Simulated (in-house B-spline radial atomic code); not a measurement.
The numbers below are computed, except where a source is named.
**Impurity-limited mobility of n-type InAs at n = 5.6065e16 cm⁻³, compensation 0.2**

For InAs the NSM archive of the Ioffe Institute lists m* = 0.023 m0 and ε = 15.15.

One parabolic, isotropic band at zero temperature, uniform dielectric constant, impurities scattering independently, no phonons and no central-cell term; real bands flatten as E_F rises, which lowers the mobility at the highest densities. In effective units each ion is a point charge Z in an electron gas; its screened potential is solved self-consistently in the LDA with open boundaries (B-splines, partial waves to l = 16), which gives the phase shifts δ_l at the Fermi level.

(1) Put the electron gas into effective units.

Self-consistent phase shifts (rad):

| l | donor, Z = +1 | acceptor, Z = −1 |
| --- | --- | --- |
| 0 | 0.3551 | -0.3235 |
| 1 | 0.1330 | -0.1308 |
| 2 | 0.0590 | -0.0604 |
| 3 | 0.0282 | -0.0295 |
| 4 | 0.0140 | -0.0149 |
| 5 | 0.0071 | -0.0076 |
| 6 | 0.0037 | -0.0040 |
| 7 | 0.0019 | -0.0021 |
| 8 | 0.0010 | -0.0011 |

With all partial waves the Friedel sums are 1.000 and -1.000, and Σ (l + 1) sin²(δ_l − δ_(l+1)) is 0.06345 for the donor and 0.05067 for the acceptor. The screened donor binds no level.

(2) Find the transport cross sections, and compare them with the Born approximation for Thomas-Fermi screening (Brooks-Herring).

(3) With N_A/N_D = 0.2 and n = N_D − N_A, what are the mobility and the resistivity?

## Answers

(1) a* = 0.0529177 nm × 15.15/0.023 = 34.86 nm and Ha* = 27211.386 meV × 0.023/15.15² = 2.727 meV. From 4π (r_s a*)³/3 = 1/n, r_s = 0.465. Then k_F = 1.91916/r_s = 4.1272 per a*, E_F = k_F²/2 = 8.5170 Ha* = 23.2 meV, and Mott's number n^(1/3) a* = 1.334.

(2) σ_tr = (4π/k_F²) × sum: 0.04681 a*² for the donor and 0.03738 a*² for the acceptor. Thomas-Fermi gives q_s² = 4k_F/π = 5.2549, so b = 4k_F²/q_s² = 12.966, and σ_Born = (2π/k_F⁴)(ln(1 + b) − b/(1 + b)) = 0.02165 × 1.7082 = 0.03699 a*² for either sign. The donor scatters 1.27 times and the acceptor 1.01 times as much. Two things differ from Brooks-Herring. First order with Lindhard's response and the LDA kernel gives 1.16 times σ_Born for either sign: screening weakens at large momentum transfer, and the exchange-correlation potential of the screening charge adds to the ion's own, which is the larger part in a thin gas. Higher orders then split the signs, leaving the donor at 1.09 and the acceptor, which keeps the electrons out, at 0.87 of that.

(3) N_D = 7.01e16 and N_A = 1.4e16 cm⁻³. μ = e/(ħ k_F Σ N σ_tr), with e/ħ = 15.193 cm²/(V·s) per nm². Here k_F = 0.1184 nm⁻¹, a*² = 1215 nm², 1 cm⁻³ = 1e-21 nm⁻³, and Σ N σ_tr = 0.004622 nm⁻¹, a mean free path of 216 nm. So μ = 27800 cm²/(V·s) and ρ = 1/(n e μ) = 0.00401 Ω·cm. Brooks-Herring would give 33900 cm²/(V·s). k_F times the mean free path is 25.6.
